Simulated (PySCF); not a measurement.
# Radial density of C(2+) (carbon, charge +2)

UHF, [He] 2p2, high-spin 3P determinant (an excited configuration). Calculation: PySCF 2.14, in aug-cc-pwCVQZ (9s8p6d4f2g, 109 functions); the non-relativistic Hamiltonian (point nucleus).

```csv
r (bohr),4πr²ρ (e/bohr),4πr²(ρα − ρβ)
0.00413,0.02492,-0.0001
0.00695,0.06805,-0.0003
0.0117,0.1820,-0.0009
0.0197,0.4680,-0.0023
0.0331,1.129,-0.0055
0.0556,2.444,-0.0112
0.0936,4.429,-0.0152
0.157,5.999,0.0097
0.265,5.125,0.1459
0.445,2.433,0.5574
0.749,1.412,1.2205
1.26,1.315,1.3132
2.12,0.4270,0.4270
3.57,0.02010,0.0201
6.00,4.606e-05,0.0000
```

Problem. Where is the radial spin density 4πr²(ρα − ρβ) most negative, and why is it negative at all?

Solution. Around r = 0.0936 bohr, down to -0.0152 e/bohr: exchange with the open shell polarises the paired shells in an unrestricted calculation.
